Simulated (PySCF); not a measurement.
SiHI3, SMILES I[SiH](I)I.

Coordinates come from a PBE-D3(BJ)/def2-SVP optimisation. The def2 effective core potentials stand for the cores of I; spin–orbit coupling is left out.

Method: PBE/def2-TZVP (PySCF).

Symmetry labels are those of the subgroup Cs that the program uses (full group C3v).

Problem. List the valence orbital energies around the gap with their symmetry. (Estimate from the structure and the level; the computed values follow.)

Solution. 
```json
[
 {"orbital": "HOMO−7", "symmetry": "A\"", "energy (eV)": "-9.11"},
 {"orbital": "HOMO−6", "symmetry": "A'", "energy (eV)": "-9.11"},
 {"orbital": "HOMO−5", "symmetry": "A'", "energy (eV)": "-7.24"},
 {"orbital": "HOMO−4", "symmetry": "A\"", "energy (eV)": "-7.24"},
 {"orbital": "HOMO−3", "symmetry": "A'", "energy (eV)": "-6.99"},
 {"orbital": "HOMO−2", "symmetry": "A\"", "energy (eV)": "-6.84"},
 {"orbital": "HOMO−1", "symmetry": "A'", "energy (eV)": "-6.84"},
 {"orbital": "HOMO", "symmetry": "A\"", "energy (eV)": "-6.55"},
 {"orbital": "LUMO", "symmetry": "A'", "energy (eV)": "-3.02"},
 {"orbital": "LUMO+1", "symmetry": "A'", "energy (eV)": "-1.63"},
 {"orbital": "LUMO+2", "symmetry": "A\"", "energy (eV)": "-1.63"},
 {"orbital": "LUMO+3", "symmetry": "A'", "energy (eV)": "-0.39"}
]
```
